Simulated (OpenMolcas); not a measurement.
# Hf: from CASSCF to CASPT2

| Item | Value |
| --- | --- |
| Program | OpenMolcas |
| Basis | ANO-RCC-VTZP [8s7p5d3f2g1h] |
| Scalar Hamiltonian | DKH2, point nucleus |
| Active space | 2 electrons in 5 orbitals (5d) |
| State averaging | 2S+1 = 3 even, 10 roots; 2S+1 = 1 even, 15 roots |
| Spin-orbit coupling | RASSI with atomic mean-field integrals over the reference wave functions, term energies averaged over their components |

Methods on the same reference wave functions:
A. CASSCF
B. SS-CASPT2, IPEA 0.25 Eh, imaginary shift 0.1 Eh (closed shells correlated: 5s 5p 6s)
C. XMS-CASPT2, IPEA 0.25 Eh, imaginary shift 0.1 Eh (closed shells correlated: 5s 5p 6s)

Energies in cm⁻¹ above 5d² 6s² ³F₂, the measured ground level; measured values from NIST Handbook of Basic Atomic Spectroscopic Data.

```json
{"Level": "5d² 6s² ³F₂", "A": "0.0", "B": "0.0", "C": "0.0", "Measured": "0.0"}
{"Level": "5d² 6s² ³F₃", "A": "2544", "B": "2760", "C": "2780", "Measured": "2357"}
{"Level": "5d² 6s² ³F₄", "A": "5117", "B": "5280", "C": "5270", "Measured": "4568"}
{"Level": "5d² 6s² ¹D₂ [65 %]", "A": "9382", "B": "6790", "C": "6550", "Measured": "5639"}
{"Level": "5d² 6s² ³P₀", "A": "9570", "B": "7680", "C": "6950", "Measured": "5522"}
{"Level": "5d² 6s² ³P₁", "A": "10828", "B": "9290", "C": "8520", "Measured": "6573"}
{"Level": "5d² 6s² ³P₂ [68 %]", "A": "13562", "B": "11630", "C": "11010", "Measured": "8984"}
{"Level": "5d² 6s² ¹G₄", "A": "14224", "B": "12540", "C": "11950", "Measured": "10533"}
{"Level": "5d² 6s² ¹S₀", "A": "30252", "B": "21020", "C": "20860", "Measured": "20328"}
```

Deviations, from unrounded energies. A percentage is the sum of absolute deviations over the sum of measured energies, with the sign that they share, or ± where signs differ.

| Against measurement | Levels | A | B | C |
| --- | --- | --- | --- | --- |
| mean absolute deviation (cm-1) | 8 | 3900 | 1600 | 1200 |
| fine structure of the ground term (%) | 2 | +10.6 | +16.2 | +16.2 |
| other terms of the ground configuration (%) | 6 | +52.5 | +19.8 | +14.3 |

C lies closest to measurement on these levels and A furthest from it. The largest miss of C in the table is 5d² 6s² ³P₂ [68 %], by +2000 cm-1. The ranking rests on the paired levels alone, and a cruder setting can come out closer through cancelling errors.

Between B and C the level of the table that moves most is 5d² 6s² ³P₁, by 770 cm-1 (lowest in C, highest in B). Moves below CASPT2's spread within the term are not significant.

The mean deviations of B to C differ by less than CASPT2's widest spread within a term (1700 cm-1), so their order carries little weight.

From A to B the spin-free energies of the other terms of 5d² 6s² shown, above ³F, scale by factors of 0.51 to 0.82.

The lowest spin-free term lies below A's lowest term by 0.281 hartree in B, 0.287 hartree in C.

CASPT2 breaks the degeneracy within a term, and the mean is taken; among the terms shown or strongly mixed into the levels shown the widest spread is 1700 cm-1 (5d² 6s² ¹G, C). Over all roots computed the reference weight is 0.85 to 0.91 in B; the roots of lowest weight are the least certain, and an intruder state may touch them. With the s shell closed, the reference lacks s² → p², s² → d² and s → d mixing, so excited terms can stand far too high and out of order, with CASPT2 too. Without dynamic correlation excited terms often stand tens of per cent too high (terms of higher spin than the ground term too low), and those without a measured partner can miss by more than the paired ones (holds for A). Some levels mix across a computed gap that differs much from the measured one, so their mixing is not that of the real levels (holds for B; C). Some terms miss by over 15 % even with CASPT2, which points to a basis or an active space too small for the shells correlated (holds for B; C). Measured partners are found by configuration, term and J. A level has none where our copy of the source lacks it or the pairing is in doubt (some pairs that miss far off the trend of their configuration count as doubtful), and it then counts in no deviation. Only configurations of the active space appear.

A share in square brackets marks a mixed level and gives the weight of the term that names it, the lowest over the columns.
